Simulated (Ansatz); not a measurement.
Cost and result for the atomization energy of `[SiH3]OB(S)S` (10 atoms, 9 bonds).

Z-matrix (Å, degrees):
```
Si
O 1 1.653
H 1 1.484 2 110.4
H 1 1.481 2 107.3 3 120.3
H 1 1.482 2 108.3 3 -120.7
B 2 1.351 1 137.7 3 14.5
S 6 1.814 2 120.5 1 177.7
S 6 1.822 2 120.3 1 -2.4
H 7 1.343 6 95.5 2 -0.2
H 8 1.342 6 96.3 2 179.4
```

The species carries charge 0 and has multiplicity 1. Geometry: relaxed with PBE0-D4/def2-TZVP. It is one conformer, not always the lowest. Program: Ansatz. Hardware: A = 2 threads of an AMD EPYC 7R13 on a shared host; B = 2 threads of an AMD EPYC 7R13 on a shared host and a share of an NVIDIA H100 80 GB. Times are those of one run each, without the atoms' runs, and a repeat can differ threefold. Electronic energies, without spin–orbit coupling; frozen cores. CCSD(T)/CBS adds CCSD(T) − MP2 in def2-TZVPP to the MP2 limit, and its time is that of the two runs behind it. T1 = 0.013. B3LYP takes the VWN-RPA correlation (the form of Gaussian; ORCA's B3LYP/G).

CCSD(T)/CBS is a level of theory with its own doubt, some kJ/mol a heavy atom from the limit and from the frozen cores, so smaller differences don't rank the functionals.

| level | functions | wall time |
| --- | --- | --- |
| CCSD(T)/def2-TZVPP [B] | 258 | 4.1 s |
| MP2/def2-QZVPP [B] | 474 | 4.2 s |
| PBE-D4/def2-TZVPP (with forces) [A] | 258 | 4.6 s |
| PBE0-D4/def2-TZVPP [A] | 258 | 7.5 s |
| B2PLYP/def2-TZVPP [A] | 258 | 8 s |
| r2SCAN-D4/def2-TZVPP (with forces) [A] | 258 | 8 s |
| CCSD(T)/CBS(def2) | – | 8.2 s |
| B3LYP-D4/def2-TZVPP (with forces) [A] | 258 | 9 s |
| ωB97X-V/def2-TZVPP [A] | 258 | 13 s |
| ωB97M-V/def2-TZVPP (with forces) [A] | 258 | 18 s |

(1) What atomization energy does each give, and how far from CCSD(T)/CBS? (Best estimate.)

Answers

(1) Ansatz gave: 
| level | atomization (kJ/mol) | difference from CCSD(T)/CBS | per bond |
| --- | --- | --- | --- |
| CCSD(T)/def2-TZVPP [B] | 3404.2 | -99.8 | -11.1 |
| MP2/def2-QZVPP [B] | 3526.7 | 22.7 | 2.5 |
| PBE-D4/def2-TZVPP (with forces) [A] | 3539.8 | 35.8 | 4.0 |
| PBE0-D4/def2-TZVPP [A] | 3489.9 | -14.1 | -1.6 |
| B2PLYP/def2-TZVPP [A] | 3456.3 | -47.7 | -5.3 |
| r2SCAN-D4/def2-TZVPP (with forces) [A] | 3529.9 | 25.9 | 2.9 |
| CCSD(T)/CBS(def2) | 3504.0 | 0.0 | 0.0 |
| B3LYP-D4/def2-TZVPP (with forces) [A] | 3496.2 | -7.8 | -0.9 |
| ωB97X-V/def2-TZVPP [A] | 3528.7 | 24.7 | 2.8 |
| ωB97M-V/def2-TZVPP (with forces) [A] | 3529.8 | 25.8 | 2.9 |

From PBE to PBE0 (25 % exact exchange), in def2-TZVPP and without D4, the atomization energy moves by −45.9 kJ/mol: exact exchange takes away binding that semilocal exchange gives to molecules. In def2-TZVPP, CCSD(T) changes the Hartree–Fock value by +815.3 kJ/mol (the triples alone add +54.8 kJ/mol) and MP2 by +878.7 kJ/mol; breaking electron pairs costs correlation energy, which Hartree–Fock lacks. The D4 term adds +44.4 kJ/mol with B3LYP and +23.3 kJ/mol with PBE0; it sums over pairs of atoms, weighted by their polarisabilities, and B3LYP, whose exchange is more repulsive, gets the larger term.
